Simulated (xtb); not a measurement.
Br₄Ti, charge +1, doublet, from a rough starting geometry (GFN-xTB shapes and energies of metal compounds can be far from the true ones) (the multiplicity is a formal guess); GFN2-xTB (xtb).

The xtb input:
```
$ xtb mol.xyz --gfn 2 --chrg 1 --uhf 1 --opt vtight --json

# file mol.xyz
5

Ti     0.00245442    -0.03133338     0.00241773
Br     1.78220439    -0.50954329    -1.35862768
Br     0.71592659     0.35759113     2.19865103
Br    -1.03782432     1.97255135    -0.83263275
Br    -1.57619325    -1.76008646    -0.09499803
```

The log (banner, timings and long lists left out):

```
   ID    Z sym.   atoms
    1   22 Ti     1
    2   35 Br     2-5

           -------------------------------------------------
          |                Calculation Setup                |
           -------------------------------------------------

           -------------------------------------------------
          |                 G F N 2 - x T B                 |
           -------------------------------------------------

          ...................................................
          :                      SETUP                      :
          :.................................................:
          :  # basis functions                  50          :
          :  # atomic orbitals                  45          :
          :  # shells                           15          :
          :  # electrons                        31          :
          :  max. iterations                   250          :
          :  Hamiltonian                  GFN2-xTB          :
          :  restarted?                      false          :
          :  GBSA solvation                  false          :
          :  PC potential                    false          :
          :  electronic temp.          300.0000000     K    :
          :  accuracy                    1.0000000          :
          :  -> integral cutoff          0.2500000E+02      :
          :  -> integral neglect         0.1000000E-07      :
          :  -> SCF convergence          0.1000000E-05 Eh   :
          :  -> wf. convergence          0.1000000E-03 e    :
          :  Broyden damping             0.4000000          :
          :  net charge                          1          :
          :  unpaired electrons                  1          :
          ...................................................

 iter      E             dE          RMSdq      gap      omega  full diag
   1    -17.6791509 -0.176792E+02  0.495E+00    2.06       0.0  T
   2    -17.6592350  0.199159E-01  0.512E+00    2.54       1.0  T
   3    -17.6698662 -0.106312E-01  0.467E+00    2.23       1.0  T
   4    -17.6661711  0.369510E-02  0.349E+00    1.93       1.0  T
   5    -17.6611434  0.502775E-02  0.395E+00    1.87       1.0  T
   6    -17.6843855 -0.232422E-01  0.204E+00    2.07       1.0  T
   7    -17.6815758  0.280971E-02  0.226E+00    2.11       1.0  T
   8    -17.6908559 -0.928010E-02  0.103E+00    2.14       1.0  T
   9    -17.6912475 -0.391532E-03  0.952E-01    2.15       1.0  T
  10    -17.6917232 -0.475745E-03  0.606E-01    2.19       1.0  T
  11    -17.6926750 -0.951789E-03  0.285E-01    2.20       1.0  T
  12    -17.6927449 -0.698692E-04  0.166E-01    2.20       1.0  T
  13    -17.6927781 -0.332517E-04  0.109E-01    2.20       1.0  T
  14    -17.6927705  0.762265E-05  0.982E-02    2.20       1.0  T
  15    -17.6927684  0.204081E-05  0.835E-02    2.20       1.0  T
  16    -17.6927853 -0.168972E-04  0.269E-02    2.20       1.7  T
  17    -17.6927856 -0.272895E-06  0.198E-02    2.20       2.3  T
  18    -17.6927865 -0.911952E-06  0.663E-03    2.20       6.7  T
  19    -17.6927866 -0.553595E-07  0.534E-03    2.20       8.4  T
  20    -17.6927866  0.165816E-07  0.474E-03    2.20       9.4  T
  21    -17.6927866 -0.536834E-07  0.120E-03    2.20      37.4  T
  22    -17.6927866 -0.524135E-09  0.111E-03    2.20      40.3  T
  23    -17.6927866 -0.263957E-08  0.564E-04    2.20      79.2  T
  24    -17.6927866  0.577565E-10  0.498E-04    2.20      89.8  T

   *** convergence criteria satisfied after 24 iterations ***

         :::::::::::::::::::::::::::::::::::::::::::::::::::::
         ::                     SUMMARY                     ::
         :::::::::::::::::::::::::::::::::::::::::::::::::::::
         :: total energy             -17.648962110148 Eh    ::
         :: gradient norm              0.025748241134 Eh/a0 ::
         :: HOMO-LUMO gap              2.196032567976 eV    ::
         ::.................................................::
[...]
 * total energy  :   -17.6489621 Eh     change       -0.4878338E-09 Eh
 * total energy  :   -17.6493327 Eh     change       -0.3705472E-03 Eh
 * total energy  :   -17.6503108 Eh     change       -0.9781396E-03 Eh
 * total energy  :   -17.6503415 Eh     change       -0.3071381E-04 Eh
 * total energy  :   -17.6504637 Eh     change       -0.1221836E-03 Eh
 * total energy  :   -17.6504622 Eh     change        0.1540926E-05 Eh
 * total energy  :   -17.6504650 Eh     change       -0.2874952E-05 Eh
 * total energy  :   -17.6504651 Eh     change       -0.3661128E-07 Eh
   *** GEOMETRY OPTIMIZATION CONVERGED AFTER 8 ITERATIONS ***
         :: total energy             -17.650465065738 Eh    ::
[...]
         6        2.0000           -0.6583281             -17.9140
         7        2.0000           -0.6583259             -17.9140
         8        2.0000           -0.6583232             -17.9139
         9        1.9998           -0.6426661             -17.4878
        10        1.9998           -0.6426658             -17.4878
        11        1.9989           -0.6412399             -17.4490
        12        1.9989           -0.6412385             -17.4490
        13        1.9989           -0.6412360             -17.4489
        14        1.6680           -0.6354210             -17.2907
        15        1.6679           -0.6354208             -17.2907
        16        1.6679           -0.6354205             -17.2907 (HOMO)
        17                         -0.5566365             -15.1469 (LUMO)
        18                         -0.5566361             -15.1468
        19                         -0.5375234             -14.6268
        20                         -0.5375163             -14.6266
        21                         -0.5375126             -14.6265
        22                         -0.2254332              -6.1343
        23                         -0.1789700              -4.8700
        24                         -0.1789699              -4.8700
        25                         -0.1789699              -4.8700
        26                         -0.1760494              -4.7905
        27                         -0.1760481              -4.7905
       ...                                ...                  ...
        45                          1.4542318              39.5717
      -------------------------------------------------------------
                  HL-Gap            0.0787840 Eh            2.1438 eV
             Fermi-level           -0.6153927 Eh          -16.7457 eV

     #   Z          covCN         q      C6AA      α(0)
     1  22 Ti       3.133     0.837   105.137    25.038
     2  35 Br       0.790     0.041   183.476    21.838
     3  35 Br       0.790     0.041   183.476    21.838
     4  35 Br       0.790     0.041   183.476    21.838
     5  35 Br       0.790     0.041   183.477    21.838

 Mol. C6AA /au·bohr⁶  :       4051.184633
 Mol. C8AA /au·bohr⁸  :     285591.457514
 Mol. α(0) /au        :        112.392126

Wiberg/Mayer (AO) data.
largest (>0.10) Wiberg bond orders for each atom

 ---------------------------------------------------------------------------
     #   Z sym  total        # sym  WBO       # sym  WBO       # sym  WBO
 ---------------------------------------------------------------------------
     1  22 Ti   4.830 --     5 Br   1.208     3 Br   1.208     4 Br   1.208
                             2 Br   1.207
     2  35 Br   1.382 --     1 Ti   1.207
     3  35 Br   1.382 --     1 Ti   1.208
     4  35 Br   1.382 --     1 Ti   1.208
     5  35 Br   1.382 --     1 Ti   1.208
 ---------------------------------------------------------------------------

Topologies differ in total number of bonds
Writing topology from bond orders to xtbtopo.mol

molecular dipole:
                 x           y           z       tot (Debye)
 q only:       -0.043       0.011      -0.032
   full:       -0.043       0.011      -0.033       0.139
molecular quadrupole (traceless):
                xx          xy          yy          xz          yz          zz
 q only:        0.001      -0.001      -0.001       0.002      -0.001       0.000
  q+dip:        0.001      -0.001      -0.002       0.001      -0.001       0.000
   full:        0.001      -0.001      -0.002       0.002      -0.001       0.000

optimized geometry written to: xtbopt.xyz

           -------------------------------------------------
          | TOTAL ENERGY              -17.650465065738 Eh   |
          | GRADIENT NORM               0.000066885348 Eh/α |
          | HOMO-LUMO GAP               2.143820811923 eV   |
           -------------------------------------------------

normal termination of xtb
```
